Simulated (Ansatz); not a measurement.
Total energies of cis-NiBr2(NH3)2 (NiBr2N2H6) from Ansatz at PBE-D4/def2-TZVP, gas phase (1 Eh = 27.2114 eV = 2625.5 kJ/mol). The reference geometry is relaxed at PBE-D4/def2-SVP.

| state | geometry | energy (Eh) |
| --- | --- | --- |
| charge 0 singlet | reference | -6768.83783 |
| charge 1 doublet | reference | -6768.55694 |
| charge 1 doublet | relaxed at PBE-D4/def2-SVP | -6768.56032 |
| charge 0 triplet | relaxed at PBE-D4/def2-SVP | -6768.83856 |

Work out the vertical ionisation energy to the doublet.

E(charge 1 doublet) − E(charge 0 singlet) = -6768.55694 − (-6768.83783) = 0.28089 Eh = 7.64 eV. For comparison, −ε of the highest occupied level is 4.70 eV at this level, 2.94 eV less.

How much does the charge 1 doublet relax, and what is the adiabatic ionisation energy?

Relaxation: -6768.55694 − (-6768.56032) = 0.00338 Eh = 0.09 eV. Adiabatic ionisation energy: 0.27751 Eh = 7.55 eV, without zero-point energy. 

Which of the charge 0 states is lowest, and how far above it are the others?

The triplet, but by less than the method's error, so the order isn't settled. singlet: -6768.83783 − (-6768.83856) = 0.00073 Eh = 1.9 kJ/mol.
